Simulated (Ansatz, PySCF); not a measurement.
Gas-phase reaction (SMILES): N[Si](F)(F)F → [NH2] (NH2) + F[Si](F)F; the N-Si bond at the site shown breaks (other sites are not compared here).

Each molecule is optimised on its own at B3LYP-D3(BJ)/def2-TZVP (Ansatz, a program for electronic structure), one conformer each, not searched for the lowest. Valence correlation only, unless marked. UHF or UKS for open shells. Spin-orbit coupling is left out. Non-relativistic. CBS(X,Y): correlation extrapolated as X^-3; Hartree-Fock from the larger set. [CCSD(T)-MP2]/basis is that difference in the basis named. Thermal terms are rigid-rotor harmonic-oscillator values from B3LYP-D3(BJ) frequencies (Ansatz or PySCF) at 298.15 K and 1 atm. 1 Eh = 627.5095 kcal/mol.

```json
[
 {"species": "N[Si](F)(F)F", "E, RI-MP2/CBS(cc-pV(T+d)Z,cc-pV(Q+d)Z)+[CCSD(T)-MP2]/cc-pV(T+d)Z (Ansatz) (Eh)": "-644.60877", "E, PBE/def2-TZVPD (Ansatz) (Eh)": "-644.90119", "H - E (Eh)": "0.04235"},
 {"species": "[NH2] (NH2)", "E, RI-MP2/CBS(cc-pV(T+d)Z,cc-pV(Q+d)Z)+[CCSD(T)-MP2]/cc-pV(T+d)Z (Ansatz) (Eh)": "-55.82213", "E, PBE/def2-TZVPD (Ansatz) (Eh)": "-55.83093", "H - E (Eh)": "0.02268"},
 {"species": "F[Si](F)F", "E, RI-MP2/CBS(cc-pV(T+d)Z,cc-pV(Q+d)Z)+[CCSD(T)-MP2]/cc-pV(T+d)Z (Ansatz) (Eh)": "-588.58733", "E, PBE/def2-TZVPD (Ansatz) (Eh)": "-588.88661", "H - E (Eh)": "0.01349"}
]
```

Work out ΔE and ΔH at 298.15 K at the first level, then ΔH at the second.


1. ΔE = [(-55.82213) + (-588.58733)] - [(-644.60877)] = 0.19931 Eh = 125.1 kcal/mol at RI-MP2/CBS(cc-pV(T+d)Z,cc-pV(Q+d)Z)+[CCSD(T)-MP2]/cc-pV(T+d)Z.
2. The terms H - E add up to -0.00618 Eh, so ΔH = (0.19931 + (-0.00618))×627.5095 = 121.2 kcal/mol.
3. At PBE/def2-TZVPD the same steps give ΔE = 115.2 and ΔH = 111.4 kcal/mol, a shift of -9.8 from the first level.
4. These values are not checked against measurement here, since the tables used lack a sound gas-phase enthalpy of formation for at least one species.
